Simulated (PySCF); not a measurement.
SMILES CC(C)C[SiH2]c1ccco1 (C8H14OSi) at its GFN2-xTB optimised geometry (Å):

```
24

C      0.4530    -3.5993     2.9116
C     -0.1557    -2.3322     2.3113
C     -1.2128    -1.7632     3.2519
C     -0.7456    -2.6330     0.9308
Si    -1.4143    -1.1340    -0.0357
C     -0.1263     0.2279     0.0000
C      1.2437     0.2279     0.0000
C      1.6548     1.5786     0.0000
C      0.5067     2.3109    -0.0020
O     -0.5663     1.5100    -0.0034
H     -0.3125    -4.3626     3.0403
H      1.2291    -3.9995     2.2624
H      0.8954    -3.3905     3.8835
H      0.6405    -1.5884     2.1963
H     -0.7942    -1.6023     4.2433
H     -1.5861    -0.8121     2.8802
H     -2.0506    -2.4521     3.3407
H      0.0255    -3.1154     0.3255
H     -1.5435    -3.3694     1.0442
H     -1.6562    -1.5474    -1.4269
H     -2.6584    -0.5988     0.5261
H      1.8765    -0.6366    -0.0004
H      2.6584     1.9529     0.0021
H      0.3337     3.3694     0.0002
```

Level of theory: B3LYP/def2-SVP in PySCF. Cells within 0.4 Å of a nucleus heavier than hydrogen are left out (blank, or x).

Map of the LUMO amplitude (bohr^(-3/2)) on the plane z = 1.2 Å; orbital energy -0.15 eV, overall sign arbitrary:

```
|3333333333333333333333333|
|3333333333444444433333333|
|3333333334444444443333333|
|3333333344444444443333333|
|3333333444445554443333333|
|3333333444456665443333333|
|3333333344457875433333333|
|3333333333347875433333333|
|3333333333235764223333333|
|3333333333234542112333333|
|3333333444456521012333333|
|3333333456788520012333333|
|3333333457999520012333333|
|3333333468998521123333333|
|3333333468886532223333333|
|3333334456655433333333333|
|3333444443334433333333333|
|3334444432123333333333333|
|3344444432x44444444333333|
|3344444444454444444433333|
|3344444444444444444433333|
|3344444444444444444433333|
|3334444444444444444433333|
|3334444444444444444433333|
|3333444444444444444333333|
```
Scale: ten equal steps from -0.049 (start of '0') to 0.075 (end of '9'), in the order '0123456789'; x runs from -5.50 to 5.50, y from -5.50 (bottom) to 5.50 (top).
